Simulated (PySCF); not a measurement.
Rigid-rotor lines calculated for a species of formula C2H3F3O3S (commonest isotopes; PBE0-D3(BJ)/def2-TZVP geometry optimisation, gas phase in PySCF), labelled J(Ka,Kc):

```json
{"transition": "2(1,1) ← 1(1,0)", "MHz": "4651.4"}
{"transition": "1(0,1) ← 0(0,0)", "MHz": "2287.9"}
{"transition": "1(1,1) ← 0(0,0)", "MHz": "3413.7"}
{"transition": "2(1,2) ← 1(1,1)", "MHz": "4500.1"}
{"transition": "2(0,2) ← 1(0,1)", "MHz": "4572.1"}
```

(1) Find the rotational constants.

(2) What moments of inertia, asymmetry and inertial defect follow?

(3) Which dipole components do these lines need?

(4) Where do these fall, and of which type are they? 2(0,2) ← 1(1,1); 3(0,3) ← 2(1,2); 3(2,2) ← 2(2,1); 3(2,1) ← 3(1,2); 3(1,2) ← 3(0,3); 3(2,2) ← 2(1,1); 3(2,1) ← 2(2,0); 2(2,0) ← 2(1,1); 3(3,1) ← 3(2,2); 3(2,2) ← 3(1,3); 3(1,2) ← 3(1,3); 2(1,1) ← 2(0,2); 3(1,2) ← 2(1,1).

(5) Which structure gave them?

Answers

(1) 1(0,1) ← 0(0,0) is B + C, 2(1,1) ← 1(1,0) is 3B + C and 2(1,2) ← 1(1,1) is B + 3C, so B − C is half the difference of the last two, 75.6 MHz. 1(1,1) ← 0(0,0) is A + C. A = 2307.6, B = 1181.8, C = 1106.1 MHz.

(2) I = 505379 MHz·u·Å² over each constant: Ia = 219.01, Ib = 427.64, Ic = 456.90 u·Å²; κ = (2B − A − C)/(A − C) = -0.874 (asymmetric top); Δ = Ic − Ia − Ib = -189.76 u·Å².

(3) μa and μb (a-type: ΔKa even, ΔKc odd; b-type: both odd). The calculation gives |μa| = 2.08 D, |μb| = 2.43 D, |μc| = 0.01 D.

(4) 
```
     transition    MHz  type  branch
3(1,2) ← 3(1,3)    454     a       Q
2(1,1) ← 2(0,2)   1281     b       Q
3(1,2) ← 3(0,3)   1407     b       Q
3(2,1) ← 3(1,2)   3285     b       Q
2(2,0) ← 2(1,1)   3381     b       Q
2(0,2) ← 1(1,1)   3446     b       R
3(2,2) ← 3(1,3)   3720     b       Q
3(0,3) ← 2(1,2)   5795     b       R
3(3,1) ← 3(2,2)   5820     b       Q
3(2,2) ← 2(2,1)   6864     a       R
3(2,1) ← 2(2,0)   6878     a       R
3(1,2) ← 2(1,1)   6975     a       R
3(2,2) ← 2(1,1)  10241     b       R
```

(5) CF3SO3CH3, `COS(=O)(=O)C(F)(F)F`. Three constants can't fix a structure by themselves; this is the one that was computed:
```xyz
12
C2H3F3O3S angstrom
C      1.990   -0.353    0.272
O      0.559   -0.468    0.391
S     -0.294    0.508   -0.496
O     -0.205    0.148   -1.869
O     -0.110    1.855   -0.078
C     -1.927   -0.078    0.144
F     -2.029    0.163    1.439
F     -2.075   -1.372   -0.077
F     -2.867    0.589   -0.504
H      2.298   -0.574   -0.750
H      2.310    0.647    0.567
H      2.390   -1.096    0.957
```

The values belong to one conformer with, in the numbering `[CH3:1][O:2][S:3](=[O:4])(=[O:5])[C:6]([F:7])([F:8])[F:9]`, C1–O2–S3–O4 71°. No frequency check. No vibrational averaging or centrifugal distortion is included, and the geometry carries the error of its method. A rigid rotor knows nothing of internal rotation, which can split or shift real lines.
